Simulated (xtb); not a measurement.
Job for xtb: GFN2-xTB on GaH4N (SMILES [NH2][GaH2]), a point of a torsion scan.

```
$ xtb mol.xyz --gfn 2 --opt vtight --chrg 0 --uhf 0 --input xcontrol
6

N     -1.05926600    -0.17156940    -0.28477193
Ga     0.79153701     0.00233163    -0.39894727
H     -1.50164394     0.78097628    -0.18886939
H     -1.40800131    -0.70007209     0.53597921
H      1.50440060    -0.53519723    -1.69161829
H      1.71269191    -0.53987851     0.90007355
$constrain
  force constant=1.0
  dihedral: 3,1,2,5,240.0
$end
```

It printed:

```
[...]
           -------------------------------------------------
          |                Calculation Setup                |
           -------------------------------------------------



           -------------------------------------------------
          |                 G F N 2 - x T B                 |
           -------------------------------------------------

        Reference                      10.1021/acs.jctc.8b01176
      * Hamiltonian:
        H0-scaling (s, p, d)           1.850000    2.230000    2.230000
        zeta-weighting                 0.500000
      * Dispersion:
        s8                             2.700000
        a1                             0.520000
        a2                             5.000000
        s9                             5.000000
      * Repulsion:
        kExp                           1.500000    1.000000
        rExp                           1.000000
      * Coulomb:
        alpha                          2.000000
        third order                    shell-resolved
        anisotropic                    true
        a3                             3.000000
        a5                             4.000000
        cn-shift                       1.200000
        cn-exp                         4.000000
        max-rad                        5.000000


          ...................................................
          :                      SETUP                      :
          :.................................................:
          :  # basis functions                  18          :
          :  # atomic orbitals                  17          :
          :  # shells                            9          :
          :  # electrons                        12          :
          :  max. iterations                   250          :
          :  Hamiltonian                  GFN2-xTB          :
          :  restarted?                      false          :
          :  GBSA solvation                  false          :
          :  PC potential                    false          :
          :  electronic temp.          300.0000000     K    :
          :  accuracy                    1.0000000          :
          :  -> integral cutoff          0.2500000E+02      :
          :  -> integral neglect         0.1000000E-07      :
          :  -> SCF convergence          0.1000000E-05 Eh   :
          :  -> wf. convergence          0.1000000E-03 e    :
          :  Broyden damping             0.4000000          :
          :  net charge                          0          :
          :  unpaired electrons                  0          :
          ...................................................

 iter      E             dE          RMSdq      gap      omega  full diag
   1     -6.0734218 -0.607342E+01  0.207E+01    2.61       0.0  T
   2     -6.1469136 -0.734918E-01  0.120E+01    3.91       1.0  T
   3     -6.1531383 -0.622468E-02  0.682E+00    3.19       1.0  T
   4     -6.1571687 -0.403039E-02  0.691E-01    3.43       1.0  T
   5     -6.1577433 -0.574631E-03  0.193E-01    3.53       1.0  T
   6     -6.1577517 -0.838714E-05  0.138E-01    3.50       1.0  T
   7     -6.1577610 -0.929699E-05  0.143E-02    3.51       2.8  T
   8     -6.1577612 -0.170630E-06  0.408E-03    3.51      10.0  T
   9     -6.1577612 -0.487042E-08  0.177E-03    3.51      23.0  T
  10     -6.1577612 -0.151167E-08  0.378E-04    3.51     107.9  T
  11     -6.1577612 -0.108535E-10  0.275E-05    3.51    1485.0  T

   *** convergence criteria satisfied after 11 iterations ***

         #    Occupation            Energy/Eh            Energy/eV
      -------------------------------------------------------------
         1        2.0000           -0.6046856             -16.4543
         2        2.0000           -0.5547652             -15.0959
         3        2.0000           -0.5137399             -13.9796
         4        2.0000           -0.4514154             -12.2836
         5        2.0000           -0.4145224             -11.2797
         6        2.0000           -0.4014136             -10.9230 (HOMO)
         7                         -0.2723546              -7.4111 (LUMO)
         8                         -0.1208652              -3.2889
         9                         -0.0996960              -2.7129
        10                         -0.0812102              -2.2098
        11                          0.0053315               0.1451
       ...                                ...                  ...
        17                          1.0559216              28.7331
      -------------------------------------------------------------
                  HL-Gap            0.1290590 Eh            3.5119 eV
             Fermi-level           -0.3368841 Eh           -9.1671 eV

 SCC (total)                   0 d,  0 h,  0 min,  0.014 sec
 SCC setup                      ...        0 min,  0.000 sec (  0.697%)
 Dispersion                     ...        0 min,  0.000 sec (  0.222%)
 classical
[...]
  -13.9975
         4        2.0000           -0.4494295             -12.2296
         5        2.0000           -0.4198410             -11.4245
         6        2.0000           -0.3948417             -10.7442 (HOMO)
         7                         -0.2176896              -5.9236 (LUMO)
         8                         -0.1763355              -4.7983
         9                         -0.0872279              -2.3736
        10                         -0.0514810              -1.4009
        11                         -0.0036341              -0.0989
       ...                                ...                  ...
        17                          1.1926226              32.4529
      -------------------------------------------------------------
                  HL-Gap            0.1771522 Eh            4.8206 eV
             Fermi-level           -0.3062656 Eh           -8.3339 eV

 SCC (total)                   0 d,  0 h,  0 min,  0.001 sec
 SCC setup                      ...        0 min,  0.000 sec (  3.653%)
 Dispersion                     ...        0 min,  0.000 sec (  0.906%)
 classical contributions        ...        0 min,  0.000 sec (  0.385%)
 integral evaluation            ...        0 min,  0.000 sec ( 29.151%)
 iterations                     ...        0 min,  0.000 sec ( 19.986%)
 molecular gradient             ...        0 min,  0.000 sec ( 40.191%)
 printout                       ...        0 min,  0.000 sec (  5.257%)

         :::::::::::::::::::::::::::::::::::::::::::::::::::::
         ::                     SUMMARY                     ::
         :::::::::::::::::::::::::::::::::::::::::::::::::::::
         :: total energy              -6.133611391549 Eh    ::
         :: gradient norm              0.000054492707 Eh/a0 ::
         :: HOMO-LUMO gap              4.820555577308 eV    ::
         ::.................................................::
         :: SCC energy                -6.185430520513 Eh    ::
         :: -> isotropic ES            0.025888392643 Eh    ::
         :: -> anisotropic ES          0.002291093296 Eh    ::
         :: -> anisotropic XC          0.001594546924 Eh    ::
         :: -> dispersion             -0.001852640649 Eh    ::
         :: repulsion energy           0.051814130398 Eh    ::
         :: add. restraining           0.000004998566 Eh    ::
         :: total charge              -0.000000000000 e     ::
         :::::::::::::::::::::::::::::::::::::::::::::::::::::

           -------------------------------------------------
          |                Property Printout                |
           -------------------------------------------------

    * Orbital Energies and Occupations

         #    Occupation            Energy/Eh            Energy/eV
      -------------------------------------------------------------
         1        2.0000           -0.6032790             -16.4161
         2        2.0000           -0.5623806             -15.3032
         3        2.0000           -0.5144005             -13.9975
         4        2.0000           -0.4494295             -12.2296
         5        2.0000           -0.4198410             -11.4245
         6        2.0000           -0.3948417             -10.7442 (HOMO)
         7                         -0.2176896              -5.9236 (LUMO)
         8                         -0.1763355              -4.7983
         9                         -0.0872279              -2.3736
        10                         -0.0514810              -1.4009
        11                         -0.0036341              -0.0989
        12                          0.0406772               1.1069
        13                          0.0832312               2.2648
        14                          0.2077200               5.6524
        15                          0.4286469              11.6641
        16                          1.0241169              27.8676
        17                          1.1926226              32.4529
      -------------------------------------------------------------
                  HL-Gap            0.1771522 Eh            4.8206 eV
             Fermi-level           -0.3062656 Eh           -8.3339 eV

     #   Z          covCN         q      C6AA      α(0)
     1   7 N        2.528    -0.376    29.758     8.101
     2  31 Ga       2.617     0.124   215.581    32.927
     3   1 H        0.860     0.184     1.193     1.711
     4   1 H        0.860     0.183     1.198     1.715
     5   1 H        0.903    -0.058     4.300     3.244
     6   1 H        0.905    -0.057     4.263     3.230

 Mol. C6AA /au·bohr⁶  :        680.508776
 Mol. C8AA /au·bohr⁸  :      40463.212816
 Mol. α(0) /au        :         50.927807


Wiberg/Mayer (AO) data.
largest (>0.10) Wiberg bond orders for each atom

 ---------------------------------------------------------------------------
     #   Z sym  total        # sym  WBO       # sym  WBO       # sym  WBO
 ---------------------------------------------------------------------------
     1   7 N    3.241 --     2 Ga   1.255     4 H    0.911     3 H    0.910
     2  31 Ga   2.950 --     1 N    1.255     6 H    0.795     5 H    0.793
Note: The following floating-point exceptions are signalling: IEEE_DENORMAL
normal termination of xtb
     3   1 H    0.966 --     1 N    0.910
     4   1 H    0.967 --     1 N    0.911
     5   1 H    0.997 --     2 Ga   0.793     6 H    0.118
     6   1 H    0.997 --     2 Ga   0.795     5 H    0.118
 ---------------------------------------------------------------------------

Topologies differ in total number of bonds
Writing topology from bond orders to xtbtopo.mol

molecular dipole:
                 x           y           z       tot (Debye)
 q only:       -0.518       0.158      -0.054
   full:       -0.503       0.163      -0.181       1.421
molecular quadrupole (traceless):
                xx          xy          yy          xz          yz          zz
 q only:        1.011      -0.098       0.219       0.476       0.263      -1.231
  q+dip:        2.039      -0.687      -0.526       0.700       0.967      -1.513
   full:       -0.179      -0.266       3.393       1.025      -0.248      -3.214

           -------------------------------------------------
          |                Geometry Summary                 |
           -------------------------------------------------

      molecular mass/u    :       87.7615323
   center of mass at/Å    :        0.5009450      -0.3031117      -0.2302746
  moments of inertia/u·Å² :        0.5088174E+01   0.5013536E+02   0.5412997E+02
rotational constants/cm⁻¹ :        0.3313101E+01   0.3362424E+00   0.3114288E+00

 * 5 selected distances

     #   Z          #   Z                                           value/Å
     1   7 N        2  31 Ga                                      1.8211145 (max)
     1   7 N        3   1 H                                       1.0145173 (min)
     1   7 N        4   1 H                                       1.0162486
     2  31 Ga       5   1 H                                       1.5590571
     2  31 Ga       6   1 H                                       1.5517147

 * 3 distinct bonds (by element types)

   Z      Z             #   av. dist./Å        max./Å        min./Å
   1 H    7 N           2     1.0153829     1.0162486     1.0145173
   1 H   31 Ga          2     1.5553859     1.5590571     1.5517147
   7 N   31 Ga          1     1.8211145     1.8211145     1.8211145


optimized geometry written to: xtbopt.xyz


           -------------------------------------------------
          | TOTAL ENERGY               -6.133611391549 Eh   |
          | GRADIENT NORM               0.000054492707 Eh/α |
          | HOMO-LUMO GAP               4.820555577308 eV   |
           -------------------------------------------------

------------------------------------------------------------------------
------------------------------------------------------------------------
 total:
 SCF:
 ANC optimizer:
```

The run finished.

Warnings raised: the energy holds the restraint's term.

Cost: about 0.09 core-seconds (a rough figure).
